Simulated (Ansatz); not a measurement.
Ansatz results at the PBE0-D4/def2-TZVP geometry: HOMO–LUMO gap (PBE/def2-TZVPP) 3.08 eV; HOMO energy (PBE/def2-TZVPP) -6.01 eV; HOMO–LUMO gap (B3LYP/def2-TZVPP) 4.49 eV.

Each molecule was computed in one conformer, which needn't be the lowest.

**Question.** Which molecule gave them?
A. `C[SiH](C)[SnH3]`
B. `C=C([SeH])B[SiH3]`
C. `CB1CB1CCl`
D. `B/C=C/[Se][SiH3]`

**Answer.** D. The others give `CB1CB1CCl`: 4.44, -6.03, 6.27; `C[SiH](C)[SnH3]`: 5.85, -6.37, 7.25; `C=C([SeH])B[SiH3]`: 2.01, -5.58, 3.54.

B3LYP here is the variant with VWN-RPA as its local correlation; programs differ in this.
